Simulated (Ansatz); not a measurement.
`C#[C][Ti]([F])([Cl])[Cl]` + HCl → `C#[C][Ti]([Cl])([Cl])[Cl]` + H–F at 500 K and 1 bar (ligand exchange at a Ti–F bond).

Calculated with Ansatz (gas phase, PBE0-D4/def2-TZVP geometries, no zero-point term in ΔE). CCSD(T)/CBS is the MP2 limit (def2-TZVPP, def2-QZVPP) plus CCSD(T) − MP2 in def2-TZVPP, frozen cores. This one scheme is used for every species. For Ti outer-core shells are correlated without core-valence functions, which leaves a few kJ/mol of doubt a bond. Scalar relativity is left out up to krypton.

```csv
species,CCSD(T)/CBS energy (Eh),H − E (kJ/mol),S (J/(mol·K))
`C#[C][Ti]([F])([Cl])[Cl]`,-1945.11119,111.1,450.2
HCl,-460.38127,32.5,201.9
`C#[C][Ti]([Cl])([Cl])[Cl]`,-2305.09363,109.9,454.6
H–F,-100.39570,39.4,188.7
```

H − E and S are ideal-gas, rigid-rotor, harmonic terms from PBE0-D4/def2-TZVP. 1 Eh = 2625.50 kJ/mol, R = 8.31446 J/(mol·K).

Task: By hand: ΔE, ΔH, ΔS and ΔG.

Result: ΔE = (-2305.09363) + (-100.39570) − (-1945.11119) − (-460.38127) = 0.00313 Eh = 8.2 kJ/mol. Δ(H − E) = 109.9 + 39.4 − 111.1 − 32.5 = 5.7, so ΔH = 13.9 kJ/mol. ΔS = 454.6 + 188.7 − 450.2 − 201.9 = -8.8 J/(mol·K). ΔG = 13.9 − 500 × (-8.8)/1000 = 18.3 kJ/mol.

Task: By hand: the equilibrium constant, and the temperature at which ΔG would vanish if ΔH and ΔS stayed fixed.

Result: log₁₀ K = −ΔG/(RT ln 10) = -1.9. ΔH and −TΔS have one sign here, so there is no such temperature.

The number of gas molecules stays the same, so ΔS is small and ΔH decides. A doubt of 5 kJ/mol in ΔE shifts log₁₀ K by 0.5 here. These are equilibria of isolated gas molecules and say nothing of rates. Largest T1 diagnostic: 0.024 (customary marks: 0.02 for closed shells, 0.045 for open ones).
